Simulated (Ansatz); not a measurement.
Basis-set series for C2H11InOSi, SMILES `[CH3][InH-]([CH3])[OH+][SiH3]`. The species carries charge 0 and has multiplicity 1. In takes the def2 core potential. Geometry: relaxed with PBE0-D4/def2-TZVP. It is one conformer, not always the lowest.

```csv
functional,basis,functions,energy (Eh),HOMO (eV),LUMO (eV)
PBE0-D4,def2-SVP,141,-637.17182,-6.67,-0.41
PBE0-D4,def2-QZVPP,653,-637.49436,-6.76,-0.93
ωB97M-V,def2-SVP,141,-637.29954,-8.85,1.28
ωB97M-V,def2-QZVPP,653,-637.63206,-8.95,0.42
```

Task: Give the rows for def2-TZVPP. (Estimate.)

Result: Computed: 
```csv
functional,basis,functions,energy (Eh),HOMO (eV),LUMO (eV)
PBE0-D4,def2-TZVPP,339,-637.47287,-6.75,-0.82
ωB97M-V,def2-TZVPP,339,-637.61160,-8.94,0.67
```

Positive LUMOs are unbound and depend on the basis.
